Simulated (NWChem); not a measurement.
# C$_{4}$H$_{6}$O; SMILES C1=CCOC1

```xyz
11

C      0.0000    -0.6661     1.0385
C      0.0000     0.6661     1.0385
C      0.0000     1.1611    -0.3750
O      0.0000     0.0000    -1.1743
C      0.0000    -1.1611    -0.3750
H      0.0000    -1.3192     1.9130
H      0.0000     1.3192     1.9130
H      0.8892     1.7853    -0.5984
H     -0.8892     1.7853    -0.5984
H      0.8892    -1.7853    -0.5984
H     -0.8892    -1.7853    -0.5984
```
Atoms are numbered in this order, from 1.

All runs: NWChem. Pople sets run with spherical d functions. Geometry: optimised at PBE0/def2-SVP.

### Question
What does the run give for B3LYP/6-31G*? Quantities: highest occupied level (eV); orbital gap (eV); dipole (D).

### Answer
The highest occupied level (eV) comes out as -6.24, the orbital gap (eV) comes out as 6.75 and the dipole (D) is 1.64.
